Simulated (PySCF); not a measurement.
Electron correlation in Ru(33+) (ruthenium, charge +33)

[Ne] 3s1, 2S determinant. Calculation: PySCF 2.14, in an uncontracted even-tempered set (16 s from 5 bohr⁻², ratio 2.5; 10 p from 6.5 bohr⁻², ratio 2.5; 4 d from 24 bohr⁻², ratio 2.7; 4 f from 36 bohr⁻², ratio 2.7); the non-relativistic Hamiltonian (point nucleus). Frozen: 1s2; 9 electrons correlated; the 17 highest virtual orbitals of each spin left out.

| level | correlation energy (mhartree) |
| --- | --- |
| CCSD | -317.61 |
| (T) | -0.14 |
| CCSD(T) | -317.75 |

Diagnostics: T1 = 0.00011, D1 = 0.0004, largest double amplitude 0.003.

**Question.** Is a single reference adequate?

**Answer.** Yes, within this model without spin-orbit coupling: T1 lies below 0.03 and no double amplitude reaches 0.07.

At this charge a non-relativistic calculation is a model, useful for the Z dependence of the correlation energy.
